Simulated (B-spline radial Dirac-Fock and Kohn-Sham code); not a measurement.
## How the levels of tantalum move as electrons are removed

Level of theory: Dirac-Fock energy differences between relaxed states, corrected for Breit and QED terms; an atomic code on a B-spline grid. Each ion is free and in its tabulated ground configuration. No correlation.

Reference: Ta⁷⁺, [Kr] 4d10 4f13 5s2 5p5, with 1s 67530.6 eV, 2p1/2 11257.3 eV, 4p1/2 589.9 eV, 4d5/2 348.8 eV, 5p 140.7 eV, Kα1 (K-L3) 57529.1 eV, Kβ1 (K-M3) 65211.6 eV, Lα1 (L3-M5) 8145.6 eV. Shifts from it, in eV (a dash: the subshell is empty, belongs to an open shell averaged over j, or its hole state is left out as unreliable):

```csv
ion,configuration,1s,2p1/2,4p1/2,4d5/2,5p,Kα1,Kβ1,Lα1
Ta⁸⁺,[Kr] 4d10 4f13 5s2 5p4,+23.5,+22.9,+21.8,+21.8,+18.6,+0.73,+1.42,+0.52
Ta⁹⁺,[Kr] 4d10 4f13 5s2 5p3,+47.9,+46.4,–,+44.2,+37.6,+1.50,+2.93,+1.13
Ta¹⁰⁺,[Kr] 4d10 4f13 5s2 5p2,+73.1,+71.0,+67.1,+67.3,+57.1,+2.35,+4.58,+1.79
Ta¹¹⁺,[Kr] 4d10 4f13 5s2 5p1,?,?,?,?,?,?,?,?
Ta¹²⁺,[Kr] 4d10 4f13 5s2,+126.0,+122.1,+114.9,+115.1,–,+4.25,+8.32,+3.28
```

Task: Give the missing shifts for Ta¹¹⁺.

Result: 1s +99.1, 2p1/2 +96.2, 4p1/2 +90.7, 4d5/2 +90.9, 5p +77.0, Kα1 +3.26, Kβ1 +6.38, Lα1 +2.51 (eV).

Over this range K (1s) moves by +126.0 eV and Kα1 by +4.2 eV: a line is a difference of two levels that shift in the same direction.

Values without a named source are computed, but for edge energies of neutral atoms, which are taken from tables.
